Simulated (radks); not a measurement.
Results of a calculation; reference values are marked as such.
Species: Sb+. Configuration: [Kr] 4d10 5s1 5p3 (not the ground configuration).

Code: a radial shooting solver on a logarithmic mesh with Libxc functionals. Model: Dirac Kohn-Sham, PBEsol, spin-unpolarised, spherical densities, finite nucleus; open shells fill j = l - 1/2 first; Fermi nuclear charge, rms radius 4.6802 fm.

Energy parts (eV):
| part | energy |
|---|---|
| total | -176326.793 |
| kinetic | 186041.450 |
| electron-nucleus | -427772.281 |
| Hartree | 69960.524 |
| exchange-correlation | -4556.486 |

Orbitals (lengths in bohr, moments of r in powers of bohr; <r^-3> diverges for s and p1/2; r(max) is where P^2 peaks):
orbital,occ.,eigenvalue (eV),r(max),<r^-3>
1s1/2,2,-30277.21,0.01835,-
2s1/2,2,-4614.479,0.1039,-
2p1/2,2,-4318.431,0.07984,-
2p3/2,4,-4066.817,0.08446,4594
3s1/2,2,-912.3427,0.3003,-
3p1/2,2,-791.2760,0.2866,-
3p3/2,4,-744.8522,0.2970,864.6
3d3/2,4,-530.8181,0.2425,136.7
3d5/2,6,-521.1662,0.2455,127.3
4s1/2,2,-158.2424,0.7228,-
4p1/2,2,-117.2741,0.7458,-
4p3/2,4,-108.6524,0.7704,160.6
4d3/2,4,-43.8375,0.8417,18.18
4d5/2,6,-42.5851,0.8509,16.73
5s1/2,1,-21.3585,1.864,-
5p1/2,2,-13.0866,2.174,-
5p3/2,1,-12.3121,2.260,14.35

The highest occupied level is 5p3/2 at -12.312 eV. The electron density at the nucleus is 2.086e+05 e/bohr^3. Summed over all electrons, <r^2> = 49.27 bohr^2, which gives a Langevin (diamagnetic) susceptibility term of -39 x 10^-6 cm^3/mol.
